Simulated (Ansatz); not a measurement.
A made-up structure of InBH$_{3}$Cl, closed shell:

```xyz
6
angstrom
B -0.8894 0.1903 -0.8955
In 0.4188 -0.0025 0.9048
Cl 2.4754 -0.9423 0.2061
H -1.6067 -0.7037 -1.2307
H -0.8567 1.1723 -1.5743
H -0.1807 -0.6989 -0.7237
```

It is relaxed with PBE-D4/def2-SVP and then PBE0-D4/def2-TZVP (Ansatz 0.2.0). Atoms count as bonded within 1.22 times the sum of their covalent radii (H–H: 0.88 Å). The end point is not checked to be a true minimum.

Problem. Does its bonding change? (A judgement: the text doesn't fix the answer.)

Solution. Computed: Yes. Formed: none; broken: In2–H6.

Where it ends: The first stage lowers the energy by 1.99 eV in 15 steps. It ends as InBH₃Cl ([BH3][In][Cl]):
```xyz
6
angstrom
B -0.9583 -0.0035 -1.1717
In 0.8654 -0.3481 0.1574
Cl 2.7432 -0.7011 1.5194
H -1.7985 -0.4516 -0.4346
H -0.8751 1.1936 -1.2722
H -0.6159 -0.6740 -2.1115
```

Labels in which every atom is bracketed show which atoms are joined, not bond orders.

For scale, one of the runs: PBE0-D4/def2-TZVP relaxation, 136 basis functions, launched by `ansatz run in.yaml --threads 2 --pin off --events-out ev --progress --plain --max-ram 4352MiB`. The run took about 18 s on 2 CPU threads of an Arm Neoverse V1 (shared host).
